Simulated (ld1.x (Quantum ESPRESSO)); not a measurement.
# LDA (PZ) PAW dataset for Yb, fully relativistic all-electron reference.

| Item | Value |
| --- | --- |
| Element | Yb |
| Generator | ld1.x (Quantum ESPRESSO) 7.5 |
| Type | PAW |
| Functional | LDA (PZ) |
| Relativity | fully relativistic |
| Frozen core | [Kr] 4d10 |
| Valence charge | 24 |
| Reference configuration | 4f13 5s2 5p6 5d1 6s2 6p0 |
| Partial waves | 5s (bound): rcut 1.55, rcutus 1.65 bohr; 6s (bound): rcut 1.55, rcutus 1.65 bohr; 5p (bound): rcut 1.85, rcutus 2.40 bohr; 6p (bound, empty): rcut 1.85, rcutus 2.40 bohr; 5d (bound): rcut 2.30, rcutus 2.70 bohr; 5d channel at 1.35 Ry: rcut 2.30, rcutus 2.70 bohr; 4f (bound): rcut 1.20, rcutus 1.40 bohr; 4f channel at -0.05 Ry: rcut 1.20, rcutus 1.40 bohr |
| Local potential | all-electron potential smoothed inside 2.20 bohr (lloc = -1) |
| Core correction | a·sin(br)/r model core, default radius (ld1.x builds one for every PAW set, though the input has nlcc=.false.) |
| Augmentation charge | PSQ, inside the norm-conserving radii |

Open shells are filled in proportion to 2j + 1 (rel_dist='average').

Calculated quality:

* Configuration tests: test run stopped at test 1 of 7 (negative rho)
* Density cutoff estimated by the generator: 416 Ry

The ghost test of this file was not conclusive.

Generation and tests took about 6.6 s on one core of a shared server CPU.
